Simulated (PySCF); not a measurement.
Calculated NMR parameters of CCO[SiH2]N([SiH3])[SiH3]

- Formula: C2H13NOSi3
- SMILES: CCO[SiH2]N([SiH3])[SiH3]
- Point group of the computed structure: C1
- Degrees of unsaturation: 0
- Carbon signals: 2
- Proton signals: 4

Bonds (- single, = double, # triple, : aromatic): C1-C2, C2-O3, O3-Si4, Si4-N5, N5-Si6, N5-Si7. C1 carries H8, H9, H10; C2 carries H11, H12; Si4 carries H13, H14; Si6 carries H15, H16, H17; Si7 carries H18, H19, H20.

Theory: PBE0-D3(BJ)/def2-SVP geometry, HF/pcSseg-1 with gauge-including orbitals, in PySCF 2.14 (gas phase, non-relativistic, a single conformation, fast rotation and ring inversion assumed for equivalent nuclei).

δ = σ(ref) − σ, references computed at the same level: ¹H and ¹³C and ²⁹Si against TMS; ¹⁵N vs NH3; H2O for ¹⁷O.

| carbon | δC, type | δH (multiplicity) | HMBC from (2–3 bonds) | span of the C tensor (ppm) |
| --- | --- | --- | --- | --- |
| C1 | 19.5, CH3 | 1.44 (t) | H11/H12 | 33 |
| C2 | 55.5, CH2 | 3.47 (q) | H13/H14, H8/H9/H10 | 64 |

Other nuclei:
| atoms | nucleus | environment | δ (ppm) | σ (ppm) |
| --- | --- | --- | --- | --- |
| H13/H14 | ¹H | hydrogen on a silicon bonded to N, O | 4.38 | 27.31 |
| H15/H16/H17/H18/H19/H20 | ¹H | hydrogen on a silicon bonded to N | 4.19 | 27.50 |
| Si4 | ²⁹Si | silicon bonded to N, O, 2 H | -26.8 | 420.3 |
| Si6/Si7 | ²⁹Si | silicon bonded to N, 3 H | -52.4 | 445.8 |
| N5 | ¹⁵N | nitrogen bonded to 3 Si | -16.2 | 282.0 |
| O3 | ¹⁷O | oxygen bonded to C, Si | 19.4 | 313.9 |

Carbon types of the structure: 1 × CH2, 1 × CH3, leaving 8 H on heteroatoms. δC 55.5: sp3 CH2 bonded to O; pulled downfield by the heteroatom. δC 19.5: methyl carbon; aliphatic region, no heteroatom directly attached. δH 4.19: hydrogen on a silicon bonded to N. δH 3.47: hydrogen on an sp3 CH2 bonded to O; its carbon carries O, an electronegative neighbour. δH 1.44: hydrogen on a methyl carbon.

Shifts are as computed. Against solution values, carbons near 30 ppm lie about -0 ppm off and those near 130 ppm about +7 ppm. Of 1309 compounds with measured shifts, 239 miss one by over three times the rms of a fit or turn the order of signals round; such compounds aren't used in these exercises. Experimental scales use liquid or dissolved standards, which lie at an offset from isolated NH3 (liquid NH3: subtract about 20 ppm) and H2O (liquid H2O: subtract about 36 ppm). No couplings were computed; multiplicities are counted from neighbouring protons, with m where these are inequivalent, close in shift, in a saturated or five-membered ring or joined by F or P, and br s for small geminal =CH2 splittings.
